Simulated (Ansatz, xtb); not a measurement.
Species: AgI, net charge 1, doublet state. The spin state was set by rule; other spins were not relaxed. 
Structure (B3LYP-D3(BJ)/def2-TZVP (Ansatz, a first-principles code) minimum search):
```
Ag
I 1 2.7052
```
Charge +1, spin multiplicity 2.

Harmonic wavenumbers from GFN2-xTB (xtb, at its own minimum), cm⁻¹: 166.

Give the harmonic wavenumbers at B3LYP-D3(BJ)/def2-TZVP (Ansatz, finite differences of forces, unscaled).

142 cm⁻¹. Zero-point energy 0.2 kcal/mol.

From these and the geometry, give the ideal-gas thermochemistry at 298.15 K and 1 atm (rigid rotor, harmonic oscillator).

Point group C∞v, rotational symmetry number 1. Rotational constants 1.184, 1.184 GHz. S(trans) 42.26, S(rot) 19.01, S(vib) 2.78, S(elec, spin only) 1.38, S 65.4 cal/(mol K). H(298) - H(0) 2.49 kcal/mol; G - E(el) -16.8 kcal/mol.
